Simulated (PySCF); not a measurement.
Computed with B3LYP-D3(BJ)/def2-TZVP // BP86-D3(BJ)/def2-SVP in PySCF. Gas-phase values, no solvent. One relaxed conformer stands for a flexible species; it need not be the lowest. B3LYP has the VWN-RPA correlation part, as in Gaussian. 

Reference species: [W(Cl)6] (neutral, multiplicity 1).

```
Item                                                            Result
------------------------------------------------------------  --------
mean distance from the central atom to its bonded neighbours   2.323 Å
coordination number                                                  6
HOMO                                                          -8.94 eV
HOMO–LUMO gap                                                  3.45 eV
```

Changed species: [W(OH)6] (6 of 6 Cl replaced by OH; the reference has 0 of 6 Cl replaced by OH).

What does the change do to the mean distance from the central atom to its bonded neighbours, coordination number, HOMO and HOMO–LUMO gap?

the mean distance from the central atom to its bonded neighbours falls by 0.383 Å, to 1.940 Å; the coordination number hardly moves; the HOMO rises by 0.38 eV, to -8.56 eV; the HOMO–LUMO gap goes up by 2.04 eV, to 5.49 eV.
